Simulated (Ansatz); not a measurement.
`C[O][Ga]([OH])[OH]` and `C[O][In]([OH])[OH]` differ in one element.

Ansatz, PBE0-D4/def2-TZVP geometries, multiplicity 1. Each molecule was computed in one conformer, which needn't be the lowest.

Elements past krypton have def2 core potentials. Scalar relativity is left out up to krypton.

| property | `C[O][Ga]([OH])[OH]` |
| --- | --- |
| HOMO energy (PBE/def2-TZVPP) / eV | -6.40 |
| HOMO–LUMO gap (B3LYP/def2-TZVPP) / eV | 6.56 |
| LUMO energy (PBE/def2-TZVPP) / eV | -1.78 |
| HOMO energy (B3LYP/def2-TZVPP) / eV | -7.75 |
| HOMO energy (ωB97M-V/def2-TZVPP) / eV | -10.41 |
| LUMO energy (B3LYP/def2-TZVPP) / eV | -1.19 |

Problem. Give the same properties after the change, and the shifts. (Estimate.)

Solution. The calculation gave: 
```json
{"property": "HOMO energy (PBE/def2-TZVPP) / eV", "`C[O][In]([OH])[OH]`": "-6.20", "shift": "0.20"}
{"property": "HOMO–LUMO gap (B3LYP/def2-TZVPP) / eV", "`C[O][In]([OH])[OH]`": "5.31", "shift": "-1.25"}
{"property": "LUMO energy (PBE/def2-TZVPP) / eV", "`C[O][In]([OH])[OH]`": "-2.78", "shift": "-1.00"}
{"property": "HOMO energy (B3LYP/def2-TZVPP) / eV", "`C[O][In]([OH])[OH]`": "-7.54", "shift": "0.21"}
{"property": "HOMO energy (ωB97M-V/def2-TZVPP) / eV", "`C[O][In]([OH])[OH]`": "-10.19", "shift": "0.22"}
{"property": "LUMO energy (B3LYP/def2-TZVPP) / eV", "`C[O][In]([OH])[OH]`": "-2.23", "shift": "-1.04"}
```

With PBE0 the HOMO rises by 0.22 eV and the LUMO falls by 1.06 eV, so the gap narrows by about 1.28 eV. PBE moves the HOMO by 0.20 eV and ωB97M-V by 0.22 eV.

B3LYP here is the variant with VWN-RPA as its local correlation; programs differ in this.
